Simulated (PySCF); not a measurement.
An equivalent PySCF input for Ar²⁺ (argon, charge +2), [Ne] 3s2 3p4, high-spin 3P determinant, with scalar relativity by spin-free X2C-1e:

```python
from pyscf import gto, scf, dft, mp, cc
import basis_set_exchange as bse
mol = gto.M(atom="Ar 0 0 0", charge=2, spin=2, symmetry="D2h",
            basis=gto.basis.parse(bse.get_basis("x2c-TZVPall", elements=["Ar"], fmt="nwchem", header=False)),
            nucmod="G")
mf = scf.UHF(mol).sfx2c1e()
mf.irrep_nelec = {'Ag': (3, 3), 'B1u': (2, 1), 'B2u': (2, 2), 'B3u': (2, 1)}
mf.kernel()
```

It reaches the same state as the run whose output follows, and the same energy. The run itself started from symmetry-adapted Hartree-Fock orbitals and held the occupation by maximum overlap, so the iterations belong to that start.

```
SCF conv_tol = 1e-09
number electrons alpha = 9  beta = 7
cycle= 1 E= -527.109061925511  delta_E= -0.00684  |g|= 0.0382  |ddm|= 0.0571
cycle= 2 E= -527.109897439067  delta_E= -0.000836  |g|= 0.0142  |ddm|= 0.0208
cycle= 3 E= -527.110033347631  delta_E= -0.000136  |g|= 0.00067  |ddm|= 0.0126
cycle= 4 E= -527.110033666681  delta_E= -3.19e-07  |g|= 0.000135  |ddm|= 0.000808
cycle= 5 E= -527.110033679251  delta_E= -1.26e-08  |g|= 2.07e-05  |ddm|= 0.000201
cycle= 6 E= -527.110033679456  delta_E= -2.05e-10  |g|= 3.81e-06  |ddm|= 3.2e-05
converged SCF energy = -527.110033679456  <S^2> = 2.0095404  2S+1 = 3.0063535
```
